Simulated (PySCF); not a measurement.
## Structure elucidation problem

The spectra below were simulated for a compound C5H9NOSi.

¹H NMR (400 MHz, computed): δ 5.54 (m, 1H), 5.28 (br s, 1H), 4.00 (s, 3H), 1.69 (d, 1H), 1.35 (d, 3H).

¹³C{¹H} NMR (computed): δ 177.9 (C), 89.9 (C), 77.2 (CH), 34.2 (CH), 26.1 (CH3).

In vacuum, single conformer, non-relativistic Hamiltonian, averaged over atoms made equivalent by symmetry, fast rotation or ring inversion. Shielding tensors at PBE0/pcSseg-1 (GIAO); geometry: GFN2-xTB; PySCF 2.14.

Scale: TMS for ¹H (31.72 ppm), ¹³C (186.93 ppm) (reference shieldings calculated alike).

**Question.** Choose the structure that fits.
A. CCO[SiH2]/C=C/C#N
B. C=C[C@H](C)O[SiH2]C#N
C. C#C[C@@H](C)NC(=O)[SiH3]
D. NCc1coc([SiH3])c1
E. CC(=O)[SiH2]N1C=CC1

**Answer.** C. 

Rings plus π bonds: 3 (no ring in the answer). 5 carbon signals for 5 carbons: no two carbons are equivalent. Carbon types of the structure: 2 × C, 2 × CH, 1 × CH3, leaving 4 H on heteroatoms. δC 177.9: carbonyl carbon. δC 89.9: alkyne carbon; sp carbons lie upfield of alkene carbons because the cylindrical π system leaves one tensor component strongly shielded. δC 77.2: terminal alkyne carbon; the triple bond shields along its axis, which puts it between sp3 and sp2 carbons. δC 26.1: methyl carbon; a saturated carbon with 1 carbon neighbour and no heteroatom attached. δH 5.28: hydrogen on an amide-type nitrogen; labile proton, position sensitive to the medium.

The others: C=C[C@H](C)O[SiH2]C#N would give 7 signals for carbon-bound and other non-exchanging H, not 4; CCO[SiH2]/C=C/C#N would give 5 signals for carbon-bound and other non-exchanging H, not 4; NCc1coc([SiH3])c1 has carbons computed at 152.9, 150.0, 139.9, 130.5, 42.7, with a different DEPT pattern; CC(=O)[SiH2]N1C=CC1 would give 5 signals for carbon-bound and other non-exchanging H, not 4.

Exchangeable OH/NH protons stand at their gas-phase positions; hydrogen bonding in a real sample shifts them, mostly to higher δ. Shifts are as computed. Against solution values, carbons near 30 ppm lie about +3 ppm off and those near 130 ppm about +5 ppm. Of 1309 compounds with measured shifts, 239 miss one by over three times the rms of a fit or turn the order of signals round; such compounds aren't used in these exercises. Hydrogen bonding in solution deshields acid and N–H amide carbonyl carbons by as much as 10 ppm beyond these values. Multiplicities follow the n + 1 count of equivalent neighbours, as no J values were calculated; m marks all less simple cases, F and P coupling included.
